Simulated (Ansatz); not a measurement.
Spin states of Mg₂Se₂⁺ (the lowest doublet isomer of a short search), each relaxed with r2SCAN-D4/def2-SVP in Ansatz. Electronic energies in the gas phase.

Correlated methods freeze 20 core orbitals; core or outer-core shells of Mg, Se are correlated, in sets that lack core-valence functions. The rows differ in basis, and correlated rows in double-zeta sets carry the largest basis error. In CCSD on the charge 1 quartet the largest single amplitude is 0.40, so its Hartree–Fock determinant may place the open shell otherwise than the density functionals do. The structure comes from a short search, and lower isomers may exist.

Doublet geometry (D2h within 0.1 Å):

Cartesian coordinates in Å:
```
Mg 0.7557 -1.0458 0.6901
Mg -0.7549 1.0460 -0.6907
Se 0.8321 1.3959 1.2044
Se -0.8329 -1.3961 -1.2037
```

Quartet geometry (D2h within 0.1 Å):

```xyz
4

Mg   -0.679    1.341    0.820
Mg    0.679   -1.341   -0.820
Se   -1.187   -1.236    1.038
Se    1.187    1.235   -1.038
```

⟨S²⟩: doublet 0.77 at PBE0-D4/def2-TZVP (pure 0.75), quartet 3.76 at PBE0-D4/def2-TZVP (pure 3.75).

Only these spin states were relaxed. The quartet has other bonds than the doublet, so the gap mixes isomer and spin.

| level | quartet − doublet (kJ/mol) | lowest of these |
| --- | --- | --- |
| PBE0-D4/def2-TZVP | 208.6 | doublet |
| ωB97X-V/def2-TZVP | 217.3 | doublet |
| MP2/def2-SVP | 200.1 | doublet |
| CCSD/def2-SVP | 181.1 | doublet |

(1) Estimate the rows for PBE-D4/def2-TZVP, RPA@PBE/def2-TZVP, MP2/def2-TZVP, CCSD(T)/def2-SVP.

Results:

(1) 
| level | quartet − doublet (kJ/mol) | lowest of these |
| --- | --- | --- |
| PBE-D4/def2-TZVP | 219.6 | doublet |
| RPA@PBE/def2-TZVP | 207.7 | doublet |
| MP2/def2-TZVP | 220.6 | doublet |
| CCSD(T)/def2-SVP | 191.1 | doublet |
